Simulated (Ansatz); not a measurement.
Start from `CC[SiH2]C` and change one atom or group to get `CC[SiH2]N`.

Ansatz, PBE0-D4/def2-TZVP geometries, multiplicity 1. Each molecule was computed in one conformer, which needn't be the lowest.

| property | `CC[SiH2]C` |
| --- | --- |
| HOMO–LUMO gap (PBE/def2-TZVPP) / eV | 7.13 |
| size of the dipole moment (B3LYP/def2-TZVPP) / D | 0.80 |
| LUMO energy (ωB97M-V/def2-TZVPP) / eV | 2.40 |
| size of the dipole moment (PBE/def2-TZVPP) / D | 0.85 |
| HOMO energy (B3LYP/def2-TZVPP) / eV | -8.04 |
| HOMO energy (PBE/def2-TZVPP) / eV | -6.95 |

Problem. Give the same properties after the change, and the shifts. (Estimate.)

Solution. Ansatz gave: 
| property | `CC[SiH2]N` | shift |
| --- | --- | --- |
| HOMO–LUMO gap (PBE/def2-TZVPP) / eV | 5.64 | -1.49 |
| size of the dipole moment (B3LYP/def2-TZVPP) / D | 1.02 | 0.22 |
| LUMO energy (ωB97M-V/def2-TZVPP) / eV | 2.14 | -0.26 |
| size of the dipole moment (PBE/def2-TZVPP) / D | 1.04 | 0.19 |
| HOMO energy (B3LYP/def2-TZVPP) / eV | -6.99 | 1.05 |
| HOMO energy (PBE/def2-TZVPP) / eV | -5.81 | 1.14 |

With PBE0 the HOMO rises by 1.03 eV and the LUMO falls by 0.30 eV, so the gap narrows by about 1.33 eV. PBE moves the HOMO by 1.14 eV and ωB97M-V by 0.92 eV. The zero-point energy changes by -28.1 kJ/mol with -3 modes. Dipoles are sizes alone; their direction can turn.

B3LYP here is the variant with VWN-RPA as its local correlation; programs differ in this.
